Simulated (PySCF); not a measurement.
**Potential energy of NaTe along the bond**

Set-up: basis Na aug-cc-pVDZ, Te aug-cc-pVDZ-PP with ECP28; scalar-relativistic core potentials; PySCF 2.14. Energies in eV from Na + Te in their ground configurations at the same level. State: ²Π (doublet), unpaired electrons π ↑.

```csv
R (Å),UHF-SCS-MP2
2.426,-1.381
2.539,-1.662
2.652,-1.826
2.736,-1.894
2.821,-1.924
2.906,-1.926
3.018,-1.894
3.159,-1.814
3.329,-1.678
3.554,-1.460
```

**Question.** Put a parabola through the three lowest points of the UHF-SCS-MP2 curve and estimate Re, k and ωe (reduced mass 19.53 u; 1 eV/Å² = 0.16022 mdyn/Å; ωe = 1302.8·√(k/μ) cm⁻¹).

**Answer.** Through R = 2.821, 2.906, 3.018 Å the second-order coefficient is 1.57 eV/Å², so Re ≈ 2.871 Å, k ≈ 0.503 mdyn/Å and ωe ≈ 209 cm⁻¹. A polynomial fit of higher order to the unrounded UHF-SCS-MP2 energies gives Re = 2.869 Å, k = 0.561 mdyn/Å, ωe = 221 cm⁻¹; anharmonicity and rounding make the difference.

The higher-order fit for each curve: UHF-SCS-MP2: Re = 2.869 Å, ωe = 221 cm⁻¹, De = 1.93 eV.

Correlated steps freeze 5 core orbitals. Correlated levels converge slowly with the basis: in double zeta they bind strong bonds too weakly, by up to about 1 eV, and carry superposition errors of some tenths. Spin–orbit coupling is left out, which matters for elements this heavy, above all for dissociation energies. The state was picked by a PBE0 search and need not be the measured ground state.
